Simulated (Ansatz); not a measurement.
Cl (SMILES [Cl]), doublet. Base run: CCSD(T)/pcseg-1 (Ansatz, a first-principles code).

Ansatz was given this input:
Ansatz 0.2 input:
```yaml
crystal:
  periodic: [false, false, false]
  atoms:
    - {symbol: Cl, position_ang: [0.00000000, 0.00000000, 0.00000000]}
basis:
  gaussian:
    orbitals: pcseg-1.json
magnetization: {spin_polarized: true, initial_magnetization: 1}
correlation: {method: ccsd_t}
```
The basis file holds pcseg-1 in the JSON format of the Basis Set Exchange.

The base run was repeated with changes; each row names its change, and settings that it needs were set with it.

| change | ΔE vs base (mEh) | MP2 correlation (Eh) | CC correlation without the perturbative part (Eh) | basis functions |
|---|---|---|---|---|
| base | 0.000 | -0.10661 | -0.12321 | 18 |
| method = bccd | 1.475 | -0.10661 | -0.12317 | 18 |
| method = ccsd | 1.441 | -0.10661 | -0.12321 | 18 |
| method = mp2 | 18.035 | -0.10661 | - | 18 |
| electrons = all | -3.965 | -0.11108 | -0.12705 | 18 |
| diis_vectors = 2 | 0.000 | -0.10661 | -0.12321 | 18 |
| lower_state_search = off | 0.000 | -0.10661 | -0.12321 | 18 |
| electrons = outside_noble_gas | 0.000 | -0.10661 | -0.12321 | 18 |
| diis_vectors = 4 | 0.000 | -0.10661 | -0.12321 | 18 |
| method = rpa | -5.650 | - | - | 18 |
